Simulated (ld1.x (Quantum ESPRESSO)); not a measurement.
Values are calculated unless marked as measured or tabulated.
## Pseudopotentials across the periodic table

Generated with ld1.x 7.5 (TM, RRKJ, ultrasoft, PAW), atompaw 4.2 or ONCVPSP 4.0.1. The cutoff is in Ry: for ld1.x and atompaw files where the sum of valence levels is converged to 10 mRy in a Bessel basis, for ONCV files where the hardest occupied wave has 1 mHa per electron of residual kinetic energy. The error is the largest all-electron minus pseudo excitation energy over each file’s own four to seven test configurations (ionisations up to +4, promotions, holes and added fractions of an electron), all of which were solved. The labels leave out finer settings (local radius, basis sizes, second energies), which also bear on the numbers. Spin-polarised tests are not counted. The rows are a selection from randomly drawn settings: files with unsolved tests, undetermined cutoffs or missed reference levels are left out.

A true bound ghost makes a file unfit for plane-wave use even where its test errors are small: the radial tests pick states by their node count and pass the ghost by.

| element | potential | cutoff (Ry) | largest error (meV) | bound ghosts |
| --- | --- | --- | --- | --- |
| He | PAW, PBE, scalar-relativistic, rc 0.65/0.55 (sp), local smoothed, core correction no, reference 1s1.5 | 80 | -0.2 | none |
| S | TM, PW91, scalar-relativistic, rc 1.45/1.80/1.65 (spd), local smoothed, core correction no, reference 3s2 3p4 | 35 | +47 | none |
| Br | PAW, PBEsol, scalar-relativistic, rc 1.30/1.65/0.75 (spd), local smoothed, core correction yes, reference 3d10 4s2 4p3 | 300 | -234 | none |
| Sn | TM, PBEsol, scalar-relativistic, rc 1.55/2.45/2.10 (spd), local d, core correction yes, reference 5s2 5p0 | 40 | -141 | s, p |
| Pt | PAW, PBE, scalar-relativistic, rc 2.65/2.50/1.95 (spd), local smoothed, core correction yes, reference 5d8 6s2 6p0 | 30 | -446 | none |

Question: Fill in the row for Re: TM, BP86, scalar-relativistic, rc 2.35/4.00/2.55 (spd), local s, core correction yes, reference 5d5 6s2 6p0.

Answer: cutoff 30 Ry, largest error -174 meV, bound ghosts: none.

Question: Fill in the row for Fe: RRKJ, PBEsol, fully relativistic, rc 1.10/1.40/1.15 (spd), local d, core correction no, reference 3s2 3p6 3d6 4s0 4p0.

Answer: cutoff 160 Ry, largest error -70 meV, bound ghosts: none.
